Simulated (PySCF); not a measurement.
Computed IR spectrum (relative IR intensity) of a molecule C4H5Br. Coordinates come from a PBE-D3(BJ)/def2-SVP optimisation. One conformer was computed; it need not be the lowest. These are PBE-D3(BJ)/def2-SVP (PySCF) values and carry that method's errors. Frequencies are harmonic and unscaled.

Lines under 2 % of the strongest are left out, and lines within 2 cm⁻¹ are merged.

| ν (cm⁻¹) | relative intensity |
|---|---|
| 195 | 2.1 |
| 376 | 10 |
| 385 | 13 |
| 737 | 20 |
| 839 | 100 |
| 844 | 14 |
| 890 | 3.6 |
| 914 | 8.3 |
| 1043 | 2.3 |
| 1106 | 29 |
| 1134 | 2.7 |
| 1167 | 12 |
| 1236 | 65 |
| 1408 | 2.4 |
| 1607 | 68 |
| 2976 | 56 |
| 2994 | 32 |
| 3033 | 14 |
| 3054 | 21 |
| 3159 | 4.3 |

### Question
Which structure fits?
A. C=C=CCBr
B. C#CCCBr
C. C=C/C=C/Br
D. BrC1=CCC1

### Answer
D, BrC1=CCC1
